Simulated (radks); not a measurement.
Question: Species: the thallium ion Tl+. Configuration: [Hg] (the NIST ground configuration). All-electron calculation, Dirac Kohn-Sham, PBE, spin-unpolarised, spherical densities, point nucleus. Program: a radial shooting solver on a logarithmic mesh with Libxc functionals. Some entries of the table are withheld. Estimate them.

| orbital | occ. | eigenvalue (hartree) | r(max) (bohr) | <1/r> (bohr^-1) |
|---|---|---|---|---|
| 1s1/2 | 2 | -3141.985 | 0.01002 | (1) |
| 2s1/2 | 2 | -559.1545 | 0.05834 | 24.56 |
| 2p1/2 | 2 | -536.6483 | 0.04279 | 24.49 |
| 2p3/2 | 4 | -460.7237 | 0.05039 | 19.69 |
| 3s1/2 | 2 | -133.6516 | 0.1642 | 9.006 |
| 3p1/2 | 2 | -123.5251 | 0.1530 | 8.913 |
| 3p3/2 | 4 | -106.6453 | 0.1684 | 7.658 |
| 3d3/2 | 4 | -89.98022 | (2) | 7.557 |
| 3d5/2 | 6 | -86.37642 | (3) | 7.276 |
| 4s1/2 | 2 | -30.03662 | 0.3694 | 3.819 |
| 4p1/2 | 2 | (4) | 0.3672 | 3.708 |
| 4p3/2 | 4 | (5) | 0.3985 | 3.274 |
| 4d3/2 | 4 | -14.47137 | 0.3903 | 3.075 |
| 4d5/2 | 6 | -13.70596 | 0.3998 | 2.976 |
| 5s1/2 | 2 | (6) | 0.8089 | 1.571 |
| 4f5/2 | 6 | -4.53927 | 0.3558 | 2.625 |
| 4f7/2 | 8 | -4.37028 | 0.3603 | 2.587 |
| 5p1/2 | 2 | -3.60775 | 0.8504 | 1.446 |
| 5p3/2 | 4 | -2.86515 | 0.9286 | 1.285 |
| 5d3/2 | 4 | -0.88536 | 1.096 | (7) |
| 5d5/2 | 6 | -0.80425 | 1.131 | (8) |
| 6s1/2 | 2 | (9) | 2.048 | 0.5352 |
| 6p1/2 | 0 | -0.34097 | 2.480 | 0.4206 |
| 6p3/2 | 0 | -0.28775 | 2.796 | 0.3708 |

Answer: 
(1) 1s1/2 <1/r> (bohr^-1): 99.55
(2) 3d3/2 r(max) (bohr): 0.1309
(3) 3d5/2 r(max) (bohr): 0.1351
(4) 4p1/2 eigenvalue (hartree): -25.67711
(5) 4p3/2 eigenvalue (hartree): -21.57343
(6) 5s1/2 eigenvalue (hartree): -5.06890
(7) 5d3/2 <1/r> (bohr^-1): 0.9757
(8) 5d5/2 <1/r> (bohr^-1): 0.9358
(9) 6s1/2 eigenvalue (hartree): -0.59942
